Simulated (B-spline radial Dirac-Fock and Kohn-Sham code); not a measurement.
## Eu⁴⁺: eigenvalues, ΔSCF and the reference

System: Eu⁴⁺, [Xe] 4f5.

The density-functional columns are spherical, spin-unpolarised Dirac-Kohn-Sham results without Breit or QED terms: −ε is minus the orbital energy of the initial state and ΔSCF the difference of two total energies. The reference in the last column comes from multi-electron Dirac-Fock with separately optimised hole states, Breit and Lamb-shift corrections added in first order. All numbers are from a radial finite-basis atomic code, in eV; a selection of levels is shown. For the 1s level of heavy atoms much of the gap between ΔSCF and the reference is the Breit and QED part, -204.8 eV here; for other levels the error of the functional can be larger.

| level | PBE −ε | PBE ΔSCF | LDA −ε | LDA ΔSCF | Dirac-Fock |
| --- | --- | --- | --- | --- | --- |
| K | 48365.1 | 48817.2 | 48319.0 | 48769.7 | 48577.8 |
| L1 | 7983.0 | 8066.4 | 7976.8 | 8060.5 | 8120.1 |
| L2 | 7576.4 | 7681.7 | 7573.9 | 7679.2 | 7679.7 |
| L3 | 6928.5 | 7023.6 | 6926.7 | 7022.0 | 7039.4 |
| M1 | 1799.8 | 1827.0 | 1798.0 | 1825.4 | 1870.6 |
| M2 | 1624.1 | 1652.8 | 1623.4 | 1652.3 | 1681.4 |
| M3 | 1492.1 | 1519.1 | 1491.6 | 1518.8 | 1548.6 |
| M4 | 1187.9 | 1219.2 | 1188.1 | 1219.5 | 1225.0 |
| M5 | 1159.2 | 1189.9 | 1159.4 | 1190.2 | 1196.9 |
| N1 | 399.9 | 413.2 | 399.1 | 412.5 | 434.6 |
| N2 | 331.9 | 345.0 | 331.6 | 344.7 | 359.8 |
| N3 | 302.5 | 315.2 | 302.0 | 314.8 | 330.2 |
| N4 | 190.3 | 202.6 | 190.3 | 202.7 | 205.3 |
| N5 | 184.9 | 197.2 | 185.0 | 197.2 | 200.0 |
| N6,7 | 52.71 | 63.48 | 53.08 | 63.87 | 60.41 |
| O1 | 89.00 | 96.85 | 89.27 | 97.14 | 99.56 |
| O2 | 69.28 | 76.61 | 69.56 | 76.92 | 75.19 |
| O3 | 64.62 | 71.68 | 64.84 | 71.91 | 70.47 |

Problem. Order the estimates of the K (1s) level by their distance from the Dirac-Fock value, nearest first.
A. LDA ΔSCF
B. PBE ΔSCF
C. LDA −ε
D. PBE −ε

Solution. A (191.9 eV), D (212.7 eV), B (239.3 eV), C (258.8 eV).

Values without a named source are computed, but for edge energies of neutral atoms, which are taken from tables.
